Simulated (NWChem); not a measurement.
The numbers come from NWChem runs, not from measurements. System: I (+1), charge 1, spin multiplicity 3. Its SCF solution wasn't tested for a lower state. Level: ROCCSD(T)/def2-TZVP with def2 effective core potentials on I, 4 core orbitals frozen.

Part of the output:

```
             Northwest Computational Chemistry Package (NWChem) 7.3.0
             --------------------------------------------------------

                                NWChem Input Module
                                -------------------

 Scaling coordinates for geometry "geometry" by  1.889725989
 (inverse scale =  0.529177249)

                             Geometry "geometry" -> ""
                             -------------------------

 Output coordinates in angstroms (scale by  1.889725989 to convert to a.u.)

  No.       Tag          Charge          X              Y              Z
 ---- ---------------- ---------- -------------- -------------- --------------
    1 I                   53.0000     0.00000000     0.00000000     0.00000000

 Effective nuclear repulsion energy (a.u.)       0.0000000000

            Nuclear Dipole moment (a.u.)
            ----------------------------
        X                 Y               Z
 ---------------- ---------------- ----------------
     0.0000000000     0.0000000000     0.0000000000

      Symmetry information
      --------------------

 Group name             D2h
 Group number             26
 Group order               8
 No. of unique centers     1

      Symmetry unique atoms

     1


 Summary of "ao basis" -> "" (spherical)
 ------------------------------------------------------------------------------
       Tag                 Description            Shells   Functions and Types
 ---------------- ------------------------------  ------  ---------------------
 *                         def2-tzvp                  on all atoms

 Summary of "ao basis" -> "ao basis" (spherical)
 ------------------------------------------------------------------------------
       Tag                 Description            Shells   Functions and Types
 ---------------- ------------------------------  ------  ---------------------
 I                         def2-tzvp                16       50   6s5p3d2f

                                 NWChem SCF Module
                                 -----------------

  ao basis        = "ao basis"
  functions       =    50
  atoms           =     1
  closed shells   =    11
  open shells     =     2
  charge          =   1.00
  wavefunction    = ROHF
  use symmetry    = T
  symmetry adapt  = T

 Summary of "ao basis" -> "ao basis" (spherical)
 ------------------------------------------------------------------------------
       Tag                 Description            Shells   Functions and Types
[...]
     2   2 0 0    -15.408336     -4.881347      0.000000
     2   1 1 0      0.000000      0.000000      0.000000
     2   1 0 1      0.000000     -0.000000      0.000000
     2   0 2 0    -15.408336     -4.881347      0.000000
     2   0 1 1      0.000000      0.000000      0.000000
     2   0 0 2    -17.856983     -2.328218      0.000000

                   NWChem Extensible Many-Electron Theory Module
                   ---------------------------------------------


            General Information
            -------------------
      Number of processors :     1
         Wavefunction type : Restricted open-shell Hartree-Fock
          No. of electrons :    24
           Alpha electrons :    13
            Beta electrons :    11
           No. of orbitals :   100
            Alpha orbitals :    50
             Beta orbitals :    50
        Alpha frozen cores :     4
         Beta frozen cores :     4
     Alpha frozen virtuals :     0
      Beta frozen virtuals :     0
         Spin multiplicity : triplet
    Number of AO functions :    50
       Number of AO shells :    16
        Use of symmetry is : on
      Symmetry adaption is : on
         Schwarz screening : 0.10D-09

          Correlation Information
          -----------------------
          Calculation type : Coupled-cluster singles & doubles w/ perturbation
   Perturbative correction : (T)
            Max iterations :      100
        Residual threshold : 0.10D-05
     T(0) DIIS level shift : 0.00D+00
     L(0) DIIS level shift : 0.00D+00
     T(1) DIIS level shift : 0.00D+00
     L(1) DIIS level shift : 0.00D+00
     T(R) DIIS level shift : 0.00D+00
     T(I) DIIS level shift : 0.00D+00
   CC-T/L Amplitude update :  5-th order DIIS
                I/O scheme : Global Array Library
        L-threshold :  0.10D-05
        EOM-threshold :  0.10D-05
 no EOMCCSD initial starts read in
 TCE RESTART OPTIONS
 SLICE:      F
 D4D5:       F
 quantumc:   F
 qrotation:  F
 pwtce:      F
 qducc:      F
 nacto:                         0
 nrotv:                         0
 nrot:                          0

            Memory Information
            ------------------
          Available GA space size is     249031800 doubles
          Available MA space size is     104841332 doubles

 Maximum block size supplied by input
 Maximum block size        24 doubles

 tile_dim =      8

 -------------------------------------------------

 Global array virtual files algorithm will be used

 Parallel file system coherency ......... OK

 4-electron integrals stored in orbital form

 v2    file size   =           117418
 4-index algorithm nr.  13 is used
 imaxsize =       30
 imaxsize ichop =        0


CCSD iterations
 ---------------------------------------------------------
 Iter          Residuum       Correlation     Cpu    Wall
 ---------------------------------------------------------
    1   0.2320646844120  -0.4532135993750     3.0     3.0
    2   0.0364600898662  -0.4136324943988     3.0     3.0
    3   0.0086373078006  -0.4235185883135     3.0     3.0
    4   0.0017743828870  -0.4223436282132     3.0     3.0
    5   0.0006015047322  -0.4227352084592     3.0     3.0
    6   0.0001610408852  -0.4227138654307     2.9     2.9
    7   0.0000397704800  -0.4227185031618     3.0     3.0
    8   0.0000142721190  -0.4227171374461     2.9     2.9
    9   0.0000050169267  -0.4227172470551     3.0     3.0
   10   0.0000019659045  -0.4227172113635     3.0     3.0
   11   0.0000003354475  -0.4227172206656     3.0     3.0
 -----------------------------------------------------------------
 Iterations converged
 CCSD correlation energy / hartree =        -0.422717220665594
 CCSD total energy / hartree       =      -296.725052254964737

 Singles contributions

 Doubles contributions
 CCSD(T)
 Using plain CCSD(T) code
             total no. of tasks        14249
 total no. of tasks / no. procs        14249
                         wl_min            1           1.0
                         wl_max        13824           4.9
        thresh for no. of tasks        14249

 CCSD[T]  correction energy / hartree =        -0.006192020855973
 CCSD[T] correlation energy / hartree =        -0.428909241521567
 CCSD[T] total energy / hartree       =      -296.731244275820700
 CCSD(T)  correction energy / hartree =        -0.006130091345103
 CCSD(T) correlation energy / hartree =        -0.428847312010697
 CCSD(T) total energy / hartree       =      -296.731182346309822

 Task  times  cpu:       42.0s     wall:       42.0s

 Total times  cpu:       42.0s     wall:       42.0s
```

Question: Write an NWChem input that would produce this output.

Answer: One answer among several that fit: 
```
start mol
memory heap 100 mb stack 700 mb global 1900 mb
charge 1
geometry units angstroms nocenter noautoz
  I      0.000000     0.000000     0.000000
  symmetry group D2h
end
basis spherical
  * library def2-tzvp
end
ecp
  I library def2-ecp
end
scf
  rohf
  nopen 2
  maxiter 100
  thresh 1e-7
  semidirect memsize 60000000 filesize 0
  # guess.movecs holds the orbitals of an unrestricted PBE0 run
  vectors input guess.movecs swap 11 13 output mol.movecs
end
tce
  freeze core 4
  ccsd(t)
  2eorb
  2emet 13
  thresh 1e-6
  maxiter 100
  tilesize 24
end
task tce energy
```
